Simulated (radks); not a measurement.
Question: These are the eigenvalues of the occupied orbitals of an atom or ion with whole-number occupations (Ry). All-electron calculation, non-relativistic Kohn-Sham, LDA (Slater exchange, Perdew-Wang correlation), spin-unpolarised, spherical densities, point nucleus. Program: a radial shooting solver on a logarithmic mesh with Libxc functionals.

1s: -131.9821
2s: -11.71729
2p: -8.60090
3s: -2.10198

Which element is it, and in what charge state? The configuration may be excited.

Answer: Z = 14, silicon, charge +2: Si2+ in [Ne] 3s2. The list shows which subshells hold electrons but not how many an open one holds; the 1s level, -65.991 hartree, gives Z - s = 11.5 by -(Z - s)^2/2, which with screening narrows Z to a few neighbours, and the depths of the outer levels then fix element, charge and occupations together.
